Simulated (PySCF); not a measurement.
B3H7N3, SMILES B1NB[NH2+]BN1, charge +1.

Geometry: B3LYP-D3(BJ)/def2-SVP. The isomer is the one that the SMILES or the coordinates give; other isomers of the formula were not compared.

Method: TDDFT-B3LYP/def2-SVPD run with PySCF.

Vertical excitations. Gas-phase values at a fixed geometry. State labels are in the subgroup C2v.

### Question
Give excitation energies, oscillator strengths and character. (The exact figures need the calculation; the answer reports its results.)

### Answer

```tsv
state	symmetry	energy (eV)	λ (nm)	f	main pairs
S1	B2	6.31	197	0.077	HOMO→LUMO 99 %
S2	B1	6.75	184	0.015	HOMO−1→LUMO 98 %
S3	A2	7.02	176	0.000	HOMO−2→LUMO 97 %
S4	A1	7.38	168	0.022	HOMO→LUMO+1 76 %, HOMO−3→LUMO 24 %
S5	A2	7.67	162	0.000	HOMO−1→LUMO+1 97 %
S6	B1	7.77	160	0.017	HOMO−2→LUMO+1 95 %
S7	A2	7.85	158	0.000	HOMO→LUMO+2 99 %
S8	A1	8.19	151	0.445	HOMO−3→LUMO 74 %, HOMO→LUMO+1 22 %
S9	B2	8.51	146	0.000	HOMO−3→LUMO+1 91 %
S10	A1	8.72	142	0.000	HOMO−1→LUMO+2 99 %
T1	B2	5.53	224	0	HOMO→LUMO 95 %
T2	A1	5.95	208	0	HOMO→LUMO+1 82 %, HOMO−3→LUMO 15 %
T3	B1	6.28	197	0	HOMO−1→LUMO 93 %
T4	A2	6.58	188	0	HOMO−2→LUMO 87 %
```
Triplets are in the Tamm–Dancoff approximation, which puts them higher than full response would, so one can lie above its singlet here.
